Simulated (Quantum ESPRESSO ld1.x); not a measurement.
Results of a calculation; reference values are marked as such.
Question: All-electron atom: Ru10+ in [Ar] 3d10 4s2 4p4 (the NIST ground configuration). Level of theory: scalar-relativistic Kohn-Sham, PW91, spin-unpolarised, spherical densities, point nucleus (ld1.x of Quantum ESPRESSO 7.5). Some entries of the table are withheld. Estimate them.

| orbital | occ. | eigenvalue (Ry) | r(max) (bohr) |
|---|---|---|---|
| 1s | 2 | -1626.9569 | 0.022 |
| 2s | 2 | -246.1679 | 0.123 |
| 2p | 6 | -222.0035 | 0.098 |
| 3s | 2 | -54.7097 | 0.362 |
| 3p | 6 | -46.7609 | 0.353 |
| 3d | 10 | (1) | (2) |
| 4s | 2 | -18.1152 | (3) |
| 4p | 4 | (4) | 0.923 |
| 4d | 0 | -11.8510 | 1.01 |
| 5s | 0 | -8.7485 | 1.79 |
| 4f | 0 | -8.0847 | 1.11 |
| 5p | 0 | -7.8046 | 1.91 |

Answer: 
(1) 3d eigenvalue (Ry): -34.0026
(2) 3d r(max) (bohr): 0.299
(3) 4s r(max) (bohr): 0.880
(4) 4p eigenvalue (Ry): -15.6418
